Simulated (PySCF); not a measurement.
# One molecule, several mistakes: BCH5Si2

These are calculations, not measurements. They come from PySCF 2.14.0, an open-source quantum chemistry program, on an isolated molecule that a program drew, which may never have been made. The molecule is BCH5Si2 (charge 0, singlet), drawn as the SMILES string `[SiH]B=C[SiH3]`.

Each row is a Hartree-Fock (HF) and frozen-core CCSD(T) single point in the cc-pV(D+d)Z basis, meant for a local HF minimum. Run 1 is clean. Each other run has one planted mistake out of seven kinds, and not every kind appears here: one electron removed, one electron added, multiplicity raised by two, geometry at a saddle point, minimal basis STO-3G, one bond length entered in bohr, all coordinates scaled. The reference is restricted for singlets and unrestricted otherwise, and also for a bond in bohr. Adding or removing an electron swaps singlet and doublet. Electrons count all cores. HOMO and LUMO are orbital energies over both spins, the gradient is its largest component, and the lowest frequency (negative if imaginary) is given only where the gradient is small. Bond lengths are over the 8 bonds as drawn. T1 is the CCSD diagnostic: over 0.02 (restricted) or 0.045 (unrestricted) a single reference is doubtful.

Geometry of the clean run:
```xyz
9
BCH5Si2, angstrom
Si    3.5953   -1.2889    1.4219
B     2.0681   -0.4816    0.4278
C     0.9605    0.1308   -0.1542
Si   -0.2252    1.1334    0.8775
H     4.1345   -1.9130    0.1515
H     0.7642    0.0378   -1.2202
H     0.2234    1.1323    2.2900
H    -1.5950    0.5692    0.8119
H    -0.2914    2.5354    0.3993
```

| run | electrons | basis functions | <S^2> | HOMO (eV) | LUMO (eV) | gradient (hartree/bohr) | lowest frequency (cm^-1) | mean bond (Å) | longest bond (Å) | T1 | HF (hartree) | CCSD(T) (hartree) | mistake |
|---|---|---|---|---|---|---|---|---|---|---|---|---|---|
| 1 | 44 | 99 | 0.000 | -9.18 | -0.16 | 1.8e-05 | 78 | 1.5376 | 1.993 | 0.0186 | -643.23208 | -643.70118 | no fault |
| 2 | 44 | 33 | 0.000 | -6.33 | 5.18 | 3.9e-02 | - | 1.5376 | 1.993 | 0.0150 | -635.75177 | -635.98914 | minimal basis STO-3G |
| 3 | 45 | 99 | 0.781 | -1.80 | 6.66 | 3.0e-02 | - | 1.5376 | 1.993 | 0.0201 | -643.26773 | -643.74381 | one electron added |
| 4 | 44 | 99 | 2.084 | -8.31 | -0.51 | 3.9e-02 | - | 1.5376 | 1.993 | 0.0260 | -643.20608 | -643.65002 | ? |
| 5 | 44 | 99 | 0.000 | -8.67 | -0.31 | 4.4e-02 | - | 1.6421 | 2.129 | 0.0202 | -643.19907 | -643.67742 | ? |

**Which mistake was planted in run 4, and what did it cost?**

Electrons, basis and geometry are unchanged, and <S^2> is 2.084, beside S(S+1) = 2.00 for a multiplicity of 3. So the mistake is: multiplicity raised by two. Subtracting run 1 and multiplying by 627.51 kcal/mol a hartree, the energy moved by 16.3 kcal/mol in HF and 32.1 kcal/mol in CCSD(T).

**Which mistake was planted in run 5, and what did it cost?**

The mean and the longest bond both change by the same factor, 1.068, and the gradient is no longer small. So the mistake is: all coordinates scaled. Subtracting run 1 and multiplying by 627.51 kcal/mol a hartree, the energy moved by 20.7 kcal/mol in HF and 14.9 kcal/mol in CCSD(T).

Cautions from the logs. Run 5: T1 is over the limit, so its CCSD(T) energy is less reliable.
